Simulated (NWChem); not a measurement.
System: CdH$_{2}$SeO; SMILES [OH][Cd][SeH]

NWChem input:

```
start job
memory heap 200 mb stack 900 mb global 1100 mb
geometry units angstroms noautoz
  Cd    -0.520943     0.445862    -0.047127
  O     -1.038933     2.333892    -0.272149
  H     -0.726789     2.877770     0.460193
  Se     0.032947    -1.920346     0.187553
  H      1.312223    -1.736783    -0.519385
end
basis spherical
  * library def2-svp
end
ecp
  Cd library def2-ecp
end
dft
  xc b3pw91
  iterations 150
  mulliken
end
task dft energy
```

NWChem printed, in part:

```
             Northwest Computational Chemistry Package (NWChem) 7.3.0
             --------------------------------------------------------

 C1  symmetry detected

                             Geometry "geometry" -> ""
                             -------------------------

 Output coordinates in angstroms (scale by  1.889725989 to convert to a.u.)

  No.       Tag          Charge          X              Y              Z
 ---- ---------------- ---------- -------------- -------------- --------------
    1 Cd                  48.0000    -0.00302728     0.73257839    -0.00233988
    2 O                    8.0000    -0.02822786     2.70201737    -0.06776823
    3 H                    1.0000    -0.02000554     3.08710866     0.81608643
    4 Se                  34.0000    -0.03087610    -1.70873875    -0.00438780
    5 H                    1.0000     1.44092520    -1.76989310    -0.01244093

 Effective nuclear repulsion energy (a.u.)     529.7563543436

                                 NWChem DFT Module
                                 -----------------

 Summary of "ao basis" -> "ao basis" (spherical)
 ------------------------------------------------------------------------------
       Tag                 Description            Shells   Functions and Types
 ---------------- ------------------------------  ------  ---------------------
 Cd                         def2-svp                11       31   5s3p2d1f
 O                          def2-svp                 6       14   3s2p1d
 H                          def2-svp                 3        5   2s1p
 Se                         def2-svp                12       32   5s4p3d

            General Information
            -------------------
          SCF calculation type: DFT
          Wavefunction type:  closed shell.
          No. of atoms     :     5
          No. of electrons :    64
           Alpha electrons :    32
            Beta electrons :    32
          Charge           :     0
          Spin multiplicity:     1
          Use of symmetry is: off; symmetry adaption is: off
          Maximum number of iterations: 150
          AO basis - number of functions:    87
                     number of shells:    35
          Convergence on energy requested:  1.00D-06
          Convergence on density requested:  1.00D-05
          Convergence on gradient requested:  5.00D-04

              XC Information
              --------------
                       B3PW91 Method XC Functional
                     Hartree-Fock (Exact) Exchange  0.200
                        Slater Exchange Functional  0.800 local
                    Becke 1988 Exchange Functional  0.720 non-local
                Perdew 1991 Correlation Functional  0.810 non-local
            Perdew 1991 LDA Correlation Functional  1.000 local

             Grid Information
             ----------------
          Grid used for XC integration:  medium
          Radial quadrature: Mura-Knowles
          Angular quadrature: Lebedev.
          Tag              B.-S. Rad. Rad. Pts. Rad. Cut. Ang. Pts.
          ---              ---------- --------- --------- ---------
          Cd                  1.55      123          10.0       590
          O                   0.60       49          12.0       434
          H                   0.35       45          12.0       434
          Se                  1.15      112          12.0       590
          Grid pruning is: on
          Number of quadrature shells:   374
          Spatial weights used:  Erf1

      Superposition of Atomic Density Guess
      -------------------------------------

 Sum of atomic energies:       -2667.17518315

      Non-variational initial energy
      ------------------------------

 Total energy =   -2642.449429
 1-e energy   =   -4247.630780
 2-e energy   =    1352.987794
 HOMO         =      -0.290270
 LUMO         =      -0.058415

     ---------------------------------------------
      Total Density - Mulliken Population Analysis
     ---------------------------------------------

    Atom       Charge   Shell Charges
 -----------   ------   -------------------------------------------------------
    1 Cd  20    19.01  -0.37  1.62  0.74  0.56  0.27  5.95  0.17  0.09  9.12  0.87  0.00
    2 O    8     9.03   1.99  1.12  0.69  3.13  2.09  0.00
    3 H    1     0.67   0.54  0.07  0.06
    4 Se  34    34.47   2.00  2.00  2.00  1.33  0.53  6.00  5.98  1.94  2.66  8.20  1.75  0.07
    5 H    1     0.82   0.57  0.23  0.02

   convergence    iter        energy       DeltaE   RMS-Dens  Diis-err
 ---------------- ----- ----------------- --------- --------- ---------
 d= 0,ls=0.0,diis     1  -2645.3584221123 -2.90D+03  2.63D-02  8.47D-01
 d= 0,ls=0.0,diis     2  -2644.7262093478  6.32D-01  1.92D-02  6.39D+00
 d= 0,ls=0.0,diis     3  -2645.4585010375 -7.32D-01  3.49D-03  5.65D-02
 d= 0,ls=0.0,diis     4  -2645.4629965582 -4.50D-03  1.65D-03  2.22D-02
 d= 0,ls=0.0,diis     5  -2645.4655147226 -2.52D-03  2.86D-04  7.50D-04
  Resetting Diis
 d= 0,ls=0.0,diis     6  -2645.4655921434 -7.74D-05  6.52D-05  4.87D-05
 d= 0,ls=0.0,diis     7  -2645.4655975949 -5.45D-06  2.96D-05  2.02D-06
 d= 0,ls=0.0,diis     8  -2645.4655972706  3.24D-07  1.84D-05  5.46D-06
 d= 0,ls=0.0,diis     9  -2645.4655978290 -5.58D-07  3.84D-06  2.24D-07

         Total DFT energy =    -2645.465597828974
      One electron energy =    -4249.131592104178
           Coulomb energy =     1463.537508650151
    Exchange-Corr. energy =     -112.065072486418
 Nuclear repulsion energy =      252.193558111471

 Numeric. integr. density =       63.999988104224

                       DFT Final Molecular Orbital Analysis
                       ------------------------------------

 Vector   30  Occ=2.000000D+00  E=-2.920807D-01
              MO Center= -1.5D-02,  6.7D-01, -5.2D-02, r^2= 5.9D+00
   Bfn.  Coefficient  Atom+Function         Bfn.  Coefficient  Atom+Function
  ----- ------------  ---------------      ----- ------------  ---------------
    36      0.377401  2 O  py                66      0.361370  4 Se py
    63      0.318703  4 Se py                39      0.291159  2 O  py
    37     -0.228439  2 O  pz                60     -0.205710  4 Se py
    40     -0.175044  2 O  pz                 7      0.166425  1 Cd py
    10     -0.156482  1 Cd py                54     -0.118941  4 Se s

 Vector   31  Occ=2.000000D+00  E=-2.776463D-01
              MO Center= -3.2D-02,  2.5D+00, -4.5D-02, r^2= 1.1D+00
   Bfn.  Coefficient  Atom+Function         Bfn.  Coefficient  Atom+Function
  ----- ------------  ---------------      ----- ------------  ---------------
    35      0.607526  2 O  px                38      0.470932  2 O  px
    15     -0.167103  1 Cd d -2              12      0.115438  1 Cd px
     9      0.079349  1 Cd px                 6     -0.067592  1 Cd px
    84     -0.055000  5 H  s                 55      0.048863  4 Se s
    83     -0.035644  5 H  s                 66     -0.033126  4 Se py

 Vector   32  Occ=2.000000D+00  E=-2.463457D-01
              MO Center= -4.0D-03, -1.5D+00, -1.2D-02, r^2= 2.2D+00
   Bfn.  Coefficient  Atom+Function         Bfn.  Coefficient  Atom+Function
  ----- ------------  ---------------      ----- ------------  ---------------
    67      0.597900  4 Se pz                64      0.490958  4 Se pz
    61     -0.314340  4 Se pz                16      0.127447  1 Cd d -1
    58      0.102051  4 Se pz                14      0.083037  1 Cd pz
    11      0.064442  1 Cd pz                 8     -0.057987  1 Cd pz
    37     -0.050010  2 O  pz                34      0.035841  2 O  s

 Vector   33  Occ=0.000000D+00  E=-5.417018D-02
              MO Center=  1.0D-01,  4.8D-01,  1.6D-01, r^2= 5.3D+00
   Bfn.  Coefficient  Atom+Function         Bfn.  Coefficient  Atom+Function
  ----- ------------  ---------------      ----- ------------  ---------------
     5      0.779813  1 Cd s                 66     -0.489273  4 Se py
     4      0.414748  1 Cd s                 34     -0.291355  2 O  s
     2     -0.269761  1 Cd s                 63     -0.262720  4 Se py
    19     -0.242803  1 Cd d  2              55     -0.243195  4 Se s
    36      0.239497  2 O  py                54     -0.219942  4 Se s

 Vector   34  Occ=0.000000D+00  E=-1.583456D-02
              MO Center= -1.5D-01,  4.8D-01,  5.9D-03, r^2= 5.7D+00
   Bfn.  Coefficient  Atom+Function         Bfn.  Coefficient  Atom+Function
  ----- ------------  ---------------      ----- ------------  ---------------
    12      0.790283  1 Cd px                84     -0.465969  5 H  s
    55      0.323534  4 Se s                  9      0.301907  1 Cd px
     6     -0.237447  1 Cd px                65      0.194985  4 Se px
    83     -0.191552  5 H  s                 35     -0.172916  2 O  px
    38     -0.169562  2 O  px                54      0.122555  4 Se s

 Vector   35  Occ=0.000000D+00  E=-8.042552D-03
              MO Center=  1.9D-03,  6.1D-01, -1.3D-01, r^2= 5.8D+00
   Bfn.  Coefficient  Atom+Function         Bfn.  Coefficient  Atom+Function
  ----- ------------  ---------------      ----- ------------  ---------------
    14      0.869590  1 Cd pz                11      0.310353  1 Cd pz
    67     -0.295509  4 Se pz                 8     -0.243866  1 Cd pz
    13      0.167122  1 Cd py                64     -0.152745  4 Se pz
     4     -0.122150  1 Cd s                 55      0.115272  4 Se s
    37     -0.113850  2 O  pz                47     -0.108984  3 H  s

     ---------------------------------------------
      Total Density - Mulliken Population Analysis
     ---------------------------------------------

    Atom       Charge   Shell Charges
 -----------   ------   -------------------------------------------------------
    1 Cd  20    19.47  -0.38  1.70  0.69  0.82  0.13  5.98  0.33  0.21  9.02  0.98  0.00
    2 O    8     8.51   1.99  1.07  0.72  2.81  1.90  0.01
    3 H    1     0.82   0.69  0.07  0.07
    4 Se  34    34.26   2.00  2.00  1.99  1.43  0.46  6.00  5.97  1.96  2.41  8.17  1.77  0.11
    5 H    1     0.94   0.69  0.22  0.03

     -------------------------------------------
      Total Density - Lowdin Population Analysis
     -------------------------------------------

    Atom       Charge   Shell Charges
 -----------   ------   -------------------------------------------------------
    1 Cd  20    19.70   0.01  1.02  0.93  0.61  0.30  5.64  0.71  0.38  8.66  1.44  0.00
    2 O    8     8.31   1.97  0.90  0.65  2.67  2.10  0.01
    3 H    1     0.93   0.57  0.18  0.19
    4 Se  34    34.06   2.00  2.00  1.96  1.08  0.63  5.99  5.80  2.05  2.50  7.83  2.04  0.20
    5 H    1     0.99   0.59  0.33  0.07

     Multipole analysis of the density
     ---------------------------------

     L   x y z        total         alpha         beta         nuclear
     -   - - -        -----         -----         ----         -------
     0   0 0 0     -0.000000    -32.000000    -32.000000     64.000000

     1   1 0 0      0.252193      0.046007      0.046007      0.160180
     1   0 1 0      0.034514     19.398471     19.398471    -38.762428
     1   0 0 1      0.520443      0.198317      0.198317      0.123809

     2   2 0 0    -31.355736    -19.455405    -19.455405      7.555075
     2   1 1 0     -1.009433      2.124947      2.124947     -5.259328
     2   1 0 1     -0.039590      0.005562      0.005562     -0.050713
     2   0 2 0    -39.409867   -343.022244   -343.022244    646.634620
     2   0 1 1      3.569805     -0.531138     -0.531138      4.632081
     2   0 0 2    -33.122678    -17.817740    -17.817740      2.512802
```

Level: B3PW91/def2-SVP with def2 effective core potentials on Cd. Structure relaxed at the PBE0/def2-SVP level. def2 effective core potentials on Cd; no spin-orbit coupling.
